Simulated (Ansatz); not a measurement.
One change: `O[SiH2]C([SiH3])Cl` becomes `[SiH3][CH](Cl)[AlH][SH]`.

Ansatz, PBE0-D4/def2-TZVP geometries, multiplicity 1. Each molecule was computed in one conformer, which needn't be the lowest.

```
                                      property  `O[SiH2]C([SiH3])Cl`
            HOMO energy (PBE0/def2-TZVPP) / eV                 -8.09
             HOMO energy (PBE/def2-TZVPP) / eV                 -6.77
size of the dipole moment (PBE/def2-TZVPP) / D                  0.54
             LUMO energy (PBE/def2-TZVPP) / eV                 -1.42
           HOMO–LUMO gap (PBE/def2-TZVPP) / eV                  5.35
         HOMO energy (ωB97M-V/def2-TZVPP) / eV                -10.31
```

(1) What does the change do to each property? (Best estimate.)

Results:

(1) The calculation gave: 
```csv
property,`[SiH3][CH](Cl)[AlH][SH]`,shift
HOMO energy (PBE0/def2-TZVPP) / eV,-7.54,0.55
HOMO energy (PBE/def2-TZVPP) / eV,-6.33,0.44
size of the dipole moment (PBE/def2-TZVPP) / D,2.04,1.50
LUMO energy (PBE/def2-TZVPP) / eV,-1.91,-0.49
HOMO–LUMO gap (PBE/def2-TZVPP) / eV,4.43,-0.92
HOMO energy (ωB97M-V/def2-TZVPP) / eV,-9.71,0.60
```

With PBE0 the HOMO rises by 0.55 eV and the LUMO falls by 0.51 eV, so the gap narrows by about 1.06 eV. PBE moves the HOMO by 0.44 eV and ωB97M-V by 0.60 eV. Dipoles are sizes alone; their direction can turn.
